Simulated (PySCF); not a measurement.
# One molecule, several mistakes: C3GeH8

All numbers below are calculated, not measured. They come from PySCF 2.14.0, an open-source quantum chemistry program, on an isolated molecule that a program drew, which may never have been made. The molecule is C3GeH8 (charge 0, singlet), drawn as the SMILES string `C[CH2][Ge][CH3]`.

Each row is a Hartree-Fock (HF) and frozen-core CCSD(T) single point in the cc-pVDZ basis, meant for a local HF minimum. Run 1 is clean. Each other run has one planted mistake out of seven kinds, and not every kind appears here: one electron removed, one electron added, multiplicity raised by two, geometry at a saddle point, minimal basis STO-3G, one bond length entered in bohr, all coordinates scaled. The reference is restricted for singlets and unrestricted otherwise, and also for a bond in bohr. Adding or removing an electron swaps singlet and doublet. Electrons count all cores. HOMO and LUMO are orbital energies over both spins, the gradient is its largest component, and the lowest frequency (negative if imaginary) is given only where the gradient is small. Bond lengths are over the 11 bonds as drawn. T1 is the CCSD diagnostic: over 0.02 (restricted) or 0.045 (unrestricted) a single reference is doubtful. Germanium has the cc-pVDZ-PP basis, with a core potential (ECP10MDF) in place of its 10 inner electrons, and its 3s, 3p and 3d shells are frozen in CCSD(T).

Geometry of the clean run:
```xyz
12
C3GeH8, angstrom
C    -0.3943    2.1012   -0.8798
C     0.8498    1.3729   -0.3619
Ge    0.7842    0.3759    1.3879
C    -1.0936   -0.3229    1.2960
H    -0.1989    2.5917   -1.8379
H    -1.2327    1.4182   -1.0277
H    -0.7236    2.8780   -0.1833
H     1.1516    0.5925   -1.0800
H     1.7008    2.0600   -0.3145
H    -1.2925   -0.8145    0.3373
H    -1.2955   -1.0286    2.1043
H    -1.8000    0.5116    1.3847
```

```
run,electrons,basis functions,<S^2>,HOMO (eV),LUMO (eV),gradient (hartree/bohr),lowest frequency (cm^-1),mean bond (Å),longest bond (Å),T1,HF (hartree),CCSD(T) (hartree),mistake
1,58,105,0.000,-8.12,1.05,4.2e-05,38,1.3012,2.015,0.0100,-411.61089,-412.20692,no fault
2,58,105,0.965,-8.58,0.96,1.5e-02,-,1.3904,2.084,0.0595,-411.49897,-412.08762,one bond length entered in bohr
3,57,105,0.770,-15.69,-6.12,4.0e-02,-,1.3012,2.015,0.0138,-411.35004,-411.91791,one electron removed
4,58,105,0.000,-8.03,1.16,1.9e-02,-,1.2674,1.963,0.0098,-411.60368,-412.19442,?
5,59,105,0.766,-0.46,8.18,2.5e-02,-,1.3012,2.015,0.0105,-411.59940,-412.20470,?
```

**Which mistake was planted in run 4, and what did it cost?**

The mean and the longest bond both change by the same factor, 0.974, and the gradient is no longer small. So the mistake is: all coordinates scaled. Subtracting run 1 and multiplying by 627.51 kcal/mol a hartree, the energy moved by 4.5 kcal/mol in HF and 7.8 kcal/mol in CCSD(T).

**Which mistake was planted in run 5, and what did it cost?**

It counts 59 electrons, one more than the clean run, at the same geometry and basis. So the mistake is: one electron added. Subtracting run 1 and multiplying by 627.51 kcal/mol a hartree, the energy moved by 7.2 kcal/mol in HF and 1.4 kcal/mol in CCSD(T).

Cautions from the logs. Run 2: T1 is over the limit, so its CCSD(T) energy is less reliable; run 5: the added electron raises the CCSD(T) energy, so it isn't bound in this basis.
